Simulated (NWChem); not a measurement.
System: C$_{2}$HF$_{2}$, doublet; SMILES FC(=[CH])F

Excerpt of the output:

```
             Northwest Computational Chemistry Package (NWChem) 7.3.0
             --------------------------------------------------------

 CS  symmetry detected

                             Geometry "geometry" -> ""
                             -------------------------

 Output coordinates in angstroms (scale by  1.889725989 to convert to a.u.)

  No.       Tag          Charge          X              Y              Z
 ---- ---------------- ---------- -------------- -------------- --------------
    1 C                    6.0000    -0.92554407    -1.08521106     0.00000000
    2 C                    6.0000    -0.09014755    -0.07408169     0.00000000
    3 F                    9.0000    -0.44343330     1.18794507     0.00000000
    4 F                    9.0000     1.22248340    -0.17416304     0.00000000
    5 H                    1.0000    -0.91730120    -2.16828170     0.00000000

 Effective nuclear repulsion energy (a.u.)     109.8741010136

      Symmetry information
      --------------------

 Group name             Cs
 Group number              2
 Group order               2
 No. of unique centers     5

                                 NWChem DFT Module
                                 -----------------

 Summary of "ao basis" -> "ao basis" (spherical)
 ------------------------------------------------------------------------------
       Tag                 Description            Shells   Functions and Types
 ---------------- ------------------------------  ------  ---------------------
 C                           6-31g*                  6       14   3s2p1d
 F                           6-31g*                  6       14   3s2p1d
 H                           6-31g*                  2        2   2s

      Symmetry analysis of basis
      --------------------------

        a'         42
        a"         16

            General Information
            -------------------
          SCF calculation type: DFT
          Wavefunction type:  spin polarized.
          No. of atoms     :     5
          No. of electrons :    31
           Alpha electrons :    16
            Beta electrons :    15
          Charge           :     0
          Spin multiplicity:     2
          Use of symmetry is: on ; symmetry adaption is: on
          Maximum number of iterations: 150
          AO basis - number of functions:    58
                     number of shells:    26
          Convergence on energy requested:  1.00D-06
          Convergence on density requested:  1.00D-05
          Convergence on gradient requested:  5.00D-04

              XC Information
              --------------
                      r^2SCAN Method XC Functional
               r^2SCAN metaGGA Exchange Functional  1.000
                     r^2SCAN Correlation Potential  1.000

             Grid Information
             ----------------
          Grid used for XC integration:  medium
          Radial quadrature: Mura-Knowles
          Angular quadrature: Lebedev.
          Tag              B.-S. Rad. Rad. Pts. Rad. Cut. Ang. Pts.
          ---              ---------- --------- --------- ---------
          C                   0.70       49           7.0       434
          F                   0.50       49           9.0       434
          H                   0.35       45           7.0       434
          Grid pruning is: on
          Number of quadrature shells:   241
          Spatial weights used:  Erf1

      Superposition of Atomic Density Guess
      -------------------------------------

 Sum of atomic energies:        -274.56340488

      Non-variational initial energy
      ------------------------------

 Total energy =    -275.849870
 1-e energy   =    -598.290962
 2-e energy   =     212.566991
 HOMO         =      -0.200449
 LUMO         =       0.133273

   Symmetry analysis of molecular orbitals - initial alpha
   -------------------------------------------------------

  Numbering of irreducible representations:

     1 a'          2 a"

  Orbital symmetries:

     1 a'          2 a'          3 a'          4 a'          5 a'
     6 a'          7 a'          8 a'          9 a'         10 a"
    11 a'         12 a"         13 a'         14 a'         15 a"
    16 a'         17 a"         18 a'         19 a'         20 a'
    21 a'         22 a'         23 a"         24 a'         25 a'
    26 a'

   Symmetry analysis of molecular orbitals - initial beta
   ------------------------------------------------------

  Numbering of irreducible representations:

     1 a'          2 a"

  Orbital symmetries:

     1 a'          2 a'          3 a'          4 a'          5 a'
     6 a'          7 a'          8 a'          9 a'         10 a"
    11 a'         12 a"         13 a'         14 a'         15 a"
    16 a'         17 a"         18 a'         19 a'         20 a'
    21 a'         22 a'         23 a"         24 a'         25 a'
    26 a'

     ---------------------------------------------
      Total Density - Mulliken Population Analysis
     ---------------------------------------------

[...]

                         DFT ENERGY GRADIENTS

    atom               coordinates                        gradient
                 x          y          z           x          y          z
   1 C      -1.749025  -2.050752   0.000000    0.001713   0.005561   0.000000
   2 C      -0.170354  -0.139994   0.000000    0.010348   0.013445   0.000000
   3 F      -0.837967   2.244891   0.000000    0.004111  -0.014307   0.000000
   4 F       2.310159  -0.329120   0.000000   -0.015514   0.000990   0.000000
   5 H      -1.733448  -4.097458   0.000000   -0.000658  -0.005689   0.000000
```

Level: r2SCAN/6-31G* (spherical d), spin-unrestricted. In the optimisation the excess spin sits in a' (Cs, its own frame). All runs use the structure optimised with PBE0/def2-SVP, spin-unrestricted. No stability test was run on the SCF state.

Problem. Write an input that gives this output.

Solution. This is not unique; one that fits is the input that was run:
```
start job
memory heap 200 mb stack 900 mb global 1100 mb
geometry units angstroms noautoz
  C     -0.872085    -1.134973     0.000000
  C     -0.093392    -0.079555     0.000000
  F     -0.515351     1.161200     0.000000
  F      1.222752    -0.107506     0.000000
  H     -0.804463    -2.215962     0.000000
end
basis spherical
  * library 6-31g*
end
dft
  odft
  mult 2
  xc r2scan
  iterations 150
  mulliken
end
task dft gradient
```
